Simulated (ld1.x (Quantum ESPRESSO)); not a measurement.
# B, TM: configuration errors across variants

ld1.x (Quantum ESPRESSO) 7.5 input, shortened:

```
&input
   title='B', zed=5., rel=1, dft='PBE', iswitch=3,
   config='[He] 2s1 2p0'
 /
 &inputp
   pseudotype=2, tm=.true., lloc=0,
   nlcc=.true.
 /
2
2P  2  1   0.00   0.00  3.10  3.10  0.0
2S  1  0   1.00   0.00  1.00  1.00  0.0
 &test
   configts(1)='2s1 2p0'
 /
```

All-electron excitation energies from the reference (eV): (1) 2s2 2p1 -33.642; (2) 2s2 2p0 -25.422; (3) 2s2 2p0.5 -30.755; (4) 2s1 2p1 -19.281; (5) 2s1 2p2 -27.791; (6) 2s0 2p3 -21.921; (7) 2s2 2p1.3 -34.380.

The default core radius of the base comes out at 0.76 bohr.

3 further variants failed, have other tests or another functional or relativity, and are left out.

Errors AE − PS in meV (a dash: test not solved or not reliable):

```csv
change,(1),(2),(3),(4),(5),(6),(7),bound ghosts
base,+342,+31,+202,+298,+603,+854,+391,none
local potential all-electron potential smoothed inside 2.75 bohr (lloc = -1),+495,+114,+330,+330,+647,+805,+549,none
core correction a·sin(br)/r model core inside 0.58 bohr,+312,+19,+179,+282,+570,+816,+359,none
"all radii but the core radius scaled by about 1.24 (s 1.24, p 3.86 bohr)",+636,+32,+346,+528,+1180,+1705,+753,none
wave 2p (bound): rc 3.10 bohr becomes 2p (bound): rc 3.80 bohr,+636,+31,+346,+528,+1181,+1705,+754,none
```

Task: Give the same row for: wave 2s (bound): rc 1.00 bohr becomes 2s (bound): rc 1.20 bohr.

Result: +341, +32, +202, +297, +600, +849, +390; bound ghosts: none.
